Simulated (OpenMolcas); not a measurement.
**Zn II: effect of correlating more closed shells**

- Program: OpenMolcas 26.06
- Basis: ANO-RCC-VTZP [6s5p3d2f1g]
- Scalar Hamiltonian: DKH2, point nucleus
- Active space: 1 electron in 4 orbitals (4s 4p)
- State averaging: 2S+1 = 2 even, 1 root; 2S+1 = 2 odd, 3 roots
- Spin-orbit coupling: RASSI with atomic mean-field integrals over the reference wave functions, term energies averaged over their components

Methods on the same reference wave functions:
A. CASSCF
B. SS-CASPT2, IPEA 0.25 Eh, imaginary shift 0.1 Eh (closed shells correlated: 3d)
C. SS-CASPT2, IPEA 0.25 Eh, imaginary shift 0.1 Eh (closed shells correlated: 3s 3p 3d)

Energies in cm⁻¹ above 4s ²S_1/2, the measured ground level; measured values from NIST Handbook of Basic Atomic Spectroscopic Data.

| Level | A | B | C | Measured |
| --- | --- | --- | --- | --- |
| 4s ²S_1/2 | 0.0 | 0.0 | 0.0 | 0.0 |
| 4p ²P°_1/2 | 45503 | 49262 | 49849 | 48481 |
| 4p ²P°_3/2 | 46157 | 49916 | 50502 | 49355 |

Deviations, from unrounded energies. A percentage is the sum of absolute deviations over the sum of measured energies, with the sign that they share, or ± where signs differ.

| Against measurement | Levels | A | B | C |
| --- | --- | --- | --- | --- |
| mean absolute deviation (cm-1) | 2 | 3100 | 670 | 1300 |
| other configurations (%) | 2 | -6.3 | +1.4 | +2.6 |

B lies closest to measurement on these levels and A furthest from it. The largest miss of B in the table is 4p ²P°_1/2, by +780 cm-1. The ranking rests on the paired levels alone, and a cruder setting can come out closer through cancelling errors.

Between B and C the level of the table that moves most is 4p ²P°_1/2, by 590 cm-1 (lowest in B, highest in C).

The lowest spin-free term lies below A's lowest term by 0.472 hartree in B, 0.790 hartree in C.

What an inner shell adds also hangs on whether the basis holds functions to correlate it.

With one active electron the reference holds no correlation, so core polarisation is missing (holds for A). With one active electron, CASPT2 adds the correlation within the correlated inactive shells and between them and that electron, and leaves the splitting within a term as the reference gives it (holds for B; C). Measured partners are found by configuration, term and J. A level has none where our copy of the source lacks it or the pairing is in doubt (some pairs that miss far off the trend of their configuration count as doubtful), and it then counts in no deviation. Only configurations of the active space appear.

° marks odd parity.
